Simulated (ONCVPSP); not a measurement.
An all-electron radial function and its pseudo partner (phosphorus)

Columns: radius, all-electron u(r) and pseudo u(r) of the 2p shell (level -124.33 eV) of phosphorus in the configuration [He] 2s2 2p6 3s2 3p3; PBEsol, scalar-relativistic, ONCV scheme, ONCVPSP 4.0.1.

```json
{"r (bohr)": "0.050", "all-electron": "0.1868", "pseudo": "0.0907"}
{"r (bohr)": "0.100", "all-electron": "0.5257", "pseudo": "0.3357"}
{"r (bohr)": "0.150", "all-electron": "0.8477", "pseudo": "0.6644"}
{"r (bohr)": "0.200", "all-electron": "1.0966", "pseudo": "0.9925"}
{"r (bohr)": "0.250", "all-electron": "1.2621", "pseudo": "1.2510"}
{"r (bohr)": "0.300", "all-electron": "1.3516", "pseudo": "1.4041"}
{"r (bohr)": "0.350", "all-electron": "1.3809", "pseudo": "1.4552"}
{"r (bohr)": "0.400", "all-electron": "1.3641", "pseudo": "1.4282"}
{"r (bohr)": "0.450", "all-electron": "1.3156", "pseudo": "1.3567"}
{"r (bohr)": "0.500", "all-electron": "1.2454", "pseudo": "1.2655"}
{"r (bohr)": "0.550", "all-electron": "1.1624", "pseudo": "1.1696"}
{"r (bohr)": "0.600", "all-electron": "1.0727", "pseudo": "1.0743"}
{"r (bohr)": "0.650", "all-electron": "0.9809", "pseudo": "0.9809"}
{"r (bohr)": "0.700", "all-electron": "0.8901", "pseudo": "0.8900"}
{"r (bohr)": "0.750", "all-electron": "0.8027", "pseudo": "0.8026"}
{"r (bohr)": "0.800", "all-electron": "0.7200", "pseudo": "0.7199"}
{"r (bohr)": "0.850", "all-electron": "0.6430", "pseudo": "0.6429"}
{"r (bohr)": "0.900", "all-electron": "0.5720", "pseudo": "0.5719"}
{"r (bohr)": "0.950", "all-electron": "0.5072", "pseudo": "0.5071"}
{"r (bohr)": "1.000", "all-electron": "0.4485", "pseudo": "0.4484"}
{"r (bohr)": "1.050", "all-electron": "0.3957", "pseudo": "0.3956"}
{"r (bohr)": "1.100", "all-electron": "0.3484", "pseudo": "0.3483"}
{"r (bohr)": "1.150", "all-electron": "0.3063", "pseudo": "0.3062"}
{"r (bohr)": "1.200", "all-electron": "0.2688", "pseudo": "0.2688"}
{"r (bohr)": "1.250", "all-electron": "0.2356", "pseudo": "0.2356"}
{"r (bohr)": "1.300", "all-electron": "0.2062", "pseudo": "0.2062"}
```

(1) How many radial nodes do the two functions have?

(2) At about which radius was the pseudo-wave matched?

(3) Is the pseudo-wave norm-conserving?

Answers

(1) The all-electron 2p function has n − l − 1 = 0; the pseudo-wave has 0.

(2) 0.75 bohr. The columns agree to 0.0005 from 0.65 bohr on; several derivatives are matched, so the curves merge somewhat inside the radius.

(3) Yes: the ONCV scheme keeps the norm inside the radius equal to the all-electron one, which fixes the energy derivative of the logarithmic derivative at the level.
